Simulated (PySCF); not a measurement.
Species: C₄H₈FSi₃ (doublet state).
Geometry (GFN2-xTB, Å), atoms numbered from 1 in this order:
```
atom  x, y, z in Å
F1    -0.996    1.207   -1.604
C2    -0.799    0.384   -0.479
C3     0.585    0.044   -0.365
C4     1.754   -0.219   -0.207
Si5    3.534   -0.633    0.010
C6    -1.743   -0.823   -0.587
Si7   -3.124   -0.210    0.624
Si8   -1.508    1.384    1.070
H9     4.220    0.530    0.582
H10    3.621   -1.775    0.928
H11    4.111   -0.980   -1.292
H12   -1.234   -1.733   -0.273
H13   -2.057   -0.966   -1.620
H14   -4.399   -0.034   -0.105
H15   -0.749    1.026    2.278
H16   -1.223    2.807    0.823
```

The species is `F[C@]1(C#C[SiH3])C[SiH][SiH2]1` [radical].

Level of theory: PySCF 2.14.0, UKS B3LYP, pcH-1 on C F H Si, non-relativistic, mean-field spin-orbit, GIAO. Isolated species at its GFN2-xTB geometry (one conformer only). A GFN2-xTB geometry isn't a minimum of the functional, and hyperfine couplings can be far from their values at a DFT geometry, by a factor of two or more for some ions and for spin on atoms past the first row. No stability test was run, so a lower SCF solution isn't excluded.

Q: Match the computed a_iso(13C) values +32.6, +16.0, +12.0, +2.0 MHz with the sites C2; C3; C4; C6.

A: 
```csv
site,a_iso (MHz),ρ(0) (bohr⁻³),position,distance from Si7 (Å),spin population,largest |T| (MHz)
C2,+32.6,+0.0290,2 bonds from Si7,2.64,+0.02,4.0
C3,+16.0,+0.0142,3 bonds from Si7,3.85,0.00,2.0
C4,+2.0,+0.0018,4 bonds from Si7,4.95,+0.01,1.3
C6,+12.0,+0.0106,1 bond from Si7,1.94,0.00,8.9
```

Q: The isotropic 29Si couplings are -406.7, -39.3 MHz. Assign them to Si7; Si8.

A: 
| site | a_iso (MHz) | ρ(0) (bohr⁻³) | position | distance from Si7 (Å) | spin population | largest \|T\| (MHz) |
| --- | --- | --- | --- | --- | --- | --- |
| Si7 | -406.7 | +0.4587 | largest spin population | 0.00 | +0.90 | 166.7 |
| Si8 | -39.3 | +0.0443 | 1 bond from Si7 | 2.31 | +0.04 | 18.0 |

ρ(0) is the spin density at the nucleus and T the dipolar tensor; a_iso includes a spin–orbit part; entries for several nuclei are means. The largest Mulliken spin population is on Si7 (+0.90). The angles at Si7 add up to 318.9°, so it is pyramidal.

Class means assume fast exchange of nuclei equivalent by connectivity; if that motion is slow, each nucleus keeps its own coupling.
